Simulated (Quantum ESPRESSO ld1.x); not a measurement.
Hf VI, configuration [Xe] 4f13. Method: scalar-relativistic Kohn-Sham, LDA (Slater exchange, VWN5 correlation), spin-unpolarised, spherical densities, point nucleus; computed with ld1.x of Quantum ESPRESSO 7.5.

Radial electron density D(r) = 4 pi r^2 rho(r):

| r (bohr) | D(r) (e/bohr) |
|---|---|
| 0.003508 | 40.07 |
| 0.004084 | 47.73 |
| 0.004717 | 55.65 |
| 0.005491 | 64.44 |
| 0.006341 | 72.84 |
| 0.007324 | 80.85 |
| 0.008526 | 88.27 |
| 0.009846 | 93.71 |
| 0.01146 | 97.17 |
| 0.01324 | 97.97 |
| 0.01529 | 96.44 |
| 0.0178 | 93.00 |
| 0.02055 | 89.33 |
| 0.02393 | 86.95 |
| 0.02764 | 87.99 |
| 0.03192 | 93.45 |
| 0.03715 | 103.8 |
| 0.04291 | 115.9 |
| 0.04995 | 126.9 |
| 0.05769 | 131.6 |
| 0.06663 | 128.3 |
| 0.07756 | 117.8 |
| 0.08958 | 106.6 |
| 0.1035 | 100.7 |
| 0.1204 | 104.2 |
| 0.1391 | 113.4 |
| 0.1619 | 119.5 |
| 0.187 | 113.1 |
| 0.216 | 94.74 |
| 0.2514 | 72.30 |
| 0.2904 | 60.08 |
| 0.338 | 61.01 |
| 0.3904 | 67.92 |
| 0.4508 | 70.12 |
| 0.5248 | 62.09 |
| 0.6061 | 48.05 |
| 0.7056 | 33.56 |
| 0.8149 | 24.04 |
| 0.9411 | 18.38 |
| 1.096 | 14.27 |
| 1.265 | 10.57 |
| 1.473 | 6.695 |
| 1.701 | 3.649 |
| 1.965 | 1.630 |
| 2.287 | 0.5441 |
| 2.641 | 0.1475 |
| 3.075 | 0.02696 |
| 3.551 | 0.003809 |
| 4.101 | 0.0003655 |

D(r) has 4 maxima, at r = 0.0129, 0.0586, 0.163, 0.437 bohr, and minima at 0.0247, 0.106, 0.310 bohr, inside which lie 1.90, 11.10, 29.85 electrons.
